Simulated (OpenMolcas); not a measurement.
# N²⁺: the spin-orbit constant, worked from levels

| Item | Value |
| --- | --- |
| Program | OpenMolcas 26.06 |
| Basis | ANO-RCC-VQZP [5s4p3d2f1g] |
| Scalar Hamiltonian | DKH2, point nucleus |
| Active space | 3 electrons in 9 orbitals (RAS2 2s 2p; RAS3 3d, at most 2 electrons) |
| State averaging | 2S+1 = 4 odd, 1 root; 2S+1 = 2 odd, 11 roots; 2S+1 = 4 even, 3 roots; 2S+1 = 2 even, 9 roots |
| Spin-orbit coupling | state interaction with AMFI integrals over the reference wave functions, term energies averaged over their components |

Methods: RASSCF; MS-RASPT2, IPEA 0.25 Eh, imaginary shift 0.1 Eh (closed shells correlated: 1s). Measured levels: Moore, Selected Tables of Atomic Spectra, NSRDS-NBS 3, section 5.

**The spin-orbit constant.** For the Hund term ²P° of p1, E(J) = (A/2) J(J+1) + constant and ζ = 2S·A = A. From J = 1/2 to J = 3/2 the energy changes by 1.5 A.

```json
{"Source": "RASSCF", "E(3/2) - E(1/2)": "157.8", "A": "105.2", "ζ": "105"}
{"Source": "MS-RASPT2", "E(3/2) - E(1/2)": "158.3", "A": "105.5", "ζ": "106"}
{"Source": "measured", "E(3/2) - E(1/2)": "174.4", "A": "116.3", "ζ": "116"}
```

All in cm-1. MS-RASPT2 is off by -9.2 % and RASSCF by -9.5 %. Both methods take the spin-orbit matrix elements from the reference wave functions, so the second can move ζ only through the term energies and any multistate remixing.

Active for correlation alone: 3d; no level in the range computed is led by a configuration that fills it, so any true level of that kind is missing. Computed and measured levels are paired by configuration, term and J; levels that our copy of the source lacks, or whose pairing is in doubt (as where it misses far off the trend of its configuration), stay unpaired and out of the deviations. Only configurations of the active space appear.

° marks odd parity.
